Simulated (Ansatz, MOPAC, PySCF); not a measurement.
Diatomic AlS-, closed-shell singlet (lowest of 2S+1 = 1, 3, 5 at CCSD(T)/def2-TZVPP on PBE0 minima; our sources give no spin for the ground state, which may be another).

Constants: fifth-degree fit in 1/R to seven points, most abundant isotopes. Runs in def2 and cc sets follow the lowest solution found near the PBE0 minimum. The singlet is held restricted. HF and MP2 rows in def2 and cc sets belong to the determinant that coupled cluster picked by its CCSD energy.

Codes used: Ansatz (a program for electronic structure); MOPAC for PM6 (differences of heats of formation); PySCF for 3-21G rows, 6-31G* rows. 

| level | r_e (Å) | ω_e (cm⁻¹) | ω_e x_e (cm⁻¹) | α_e (cm⁻¹) |
|---|---|---|---|---|
| PM6 | 2.084 | 705 | 2.0 | 0.0010 |
| HF/3-21G | 2.161 | 570 | 1.8 | 0.0012 |
| HF/6-31G* | 2.091 | 610 | 1.9 | 0.0013 |
| HF/aug-cc-pV(T+d)Z | 2.087 | 600 | 2.0 | 0.0013 |
| HF/def2-TZVPP | 2.084 | 608 | 1.9 | 0.0013 |
| HF/def2-QZVPP | 2.083 | 605 | 2.0 | 0.0013 |
| SVWN5/def2-TZVPP | 2.093 | 567 | 2.1 | 0.0015 |
| PBE/def2-TZVPP | 2.115 | 552 | 2.1 | 0.0014 |
| BP86/6-31G* | 2.129 | 545 | 2.1 | 0.0014 |
| B97M-V/def2-TZVPP | 2.092 | 581 | 2.1 | 0.0014 |
| B3LYP/6-31G* | 2.116 | 562 | 2.1 | 0.0014 |
| B3LYP/def2-TZVPP | 2.104 | 566 | 2.1 | 0.0014 |
| PBE0/def2-TZVPP | 2.094 | 581 | 2.0 | 0.0014 |
| BHLYP/def2-TZVPP | 2.084 | 594 | 2.0 | 0.0014 |
| wB97M-V/def2-TZVPP | 2.090 | 587 | 1.9 | 0.0013 |
| MP2/6-31G* | 2.093 | 601 | 2.1 | 0.0013 |
| MP2/aug-cc-pV(T+d)Z | 2.106 | 571 | 2.0 | 0.0014 |
| MP2/def2-TZVPP | 2.098 | 586 | 1.9 | 0.0013 |
| MP2/aug-cc-pV(5+d)Z | 2.097 | 579 | 2.1 | 0.0014 |
| MP2/CBS(aug-cc-pV(Q+d)Z, aug-cc-pV(5+d)Z) | 2.095 | 580 | 2.1 | 0.0014 |
| SCS-MP2/def2-TZVPP | 2.099 | 586 | 1.9 | 0.0013 |
| SCS-MP2/def2-QZVPP | 2.097 | 583 | 2.0 | 0.0014 |
| SCS-MP2/aug-cc-pV(5+d)Z | 2.097 | 579 | 2.1 | 0.0014 |
| CCSD/aug-cc-pV(T+d)Z | 2.102 | 579 | 2.0 | 0.0014 |
| CCSD/aug-cc-pV(Q+d)Z | 2.093 | 587 | 2.1 | 0.0014 |
| CCSD/def2-QZVPP | 2.091 | 591 | 2.0 | 0.0014 |
| CCSD/aug-cc-pV(5+d)Z | 2.091 | 588 | 2.0 | 0.0014 |
| CCSD(T)/aug-cc-pV(Q+d)Z | 2.101 | 574 | 2.1 | 0.0014 |
| CCSD(T)/def2-QZVPP | 2.099 | 579 | 2.1 | 0.0014 |
| CCSD(T)/CBS(aug-cc-pV(Q+d)Z, aug-cc-pV(5+d)Z) | 2.097 | 577 | 2.1 | 0.0014 |

Correlated levels freeze the cores. CBS: X⁻³ extrapolation of the correlation energy, Hartree–Fock from the larger set. Rows in 3-21G, 6-31G* carry no dispersion term and start afresh at each structure (6-31G* with six Cartesian d functions). MP2/6-31G* freezes PySCF's default core. The state reached by PM6 isn't checked.
